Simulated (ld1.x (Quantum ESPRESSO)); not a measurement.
**Ne: excitation energies, all-electron against TM**

ld1.x (Quantum ESPRESSO) 7.5 input, shortened:

```
&input
   title='Ne', zed=10., rel=0, dft='PZ', iswitch=3,
   config='[Ne] 3d-2'
 /
 &inputp
   pseudotype=2, tm=.true., lloc=2,
   nlcc=.false.
 /
3
2S  1  0   2.00   0.00  0.50  0.50  0.0
2P  2  1   6.00   0.00  1.40  1.40  0.0
3D  3  2  -2.00   0.05  1.20  1.20  0.0
 &test
   configts(1)='2s2 2p6'
 /
```

Energies are relative to the spin-unpolarised reference configuration 2s2 2p6; without spin polarisation the order of configurations can differ from experiment. Spin-polarised rows fill each open shell by Hund’s rule, majority spin first.

(1) Give the all-electron excitation energy and the error of the potential for: 2s2 2p5; 2s2 2p4; 2s2 2p3; 2s2 2p5.5; 2s2 2p2; 2s1 2p6; 2s2 2p5 (spin-polarised); 2s2 2p4 (spin-polarised).

Levels in the configuration 2s2 2p4:

| level | all-electron (eV) | pseudo (eV) |
| --- | --- | --- |
| 2s | -77.542 | -77.574 |
| 2p | -54.944 | -54.471 |

## Answers

(1)

| valence configuration | charge | ΔE all-electron (eV) | error AE − PS (meV) |
| --- | --- | --- | --- |
| 2s2 2p5 | +1 | 22.668 | +31 |
| 2s2 2p4 | +2 | 66.083 | +280 |
| 2s2 2p3 | +3 | 133.614 | +1149 |
| 2s2 2p5.5 | +0.5 | 8.969 | +4.4 |
| 2s2 2p2 | +4 | 228.299 | +3267 |
| 2s1 2p6 | +1 | 45.428 | -79 |
| 2s2 2p5 (spin-polarised) | +1 | 22.195 | +41 |
| 2s2 2p4 (spin-polarised) | +2 | 63.831 | +317 |
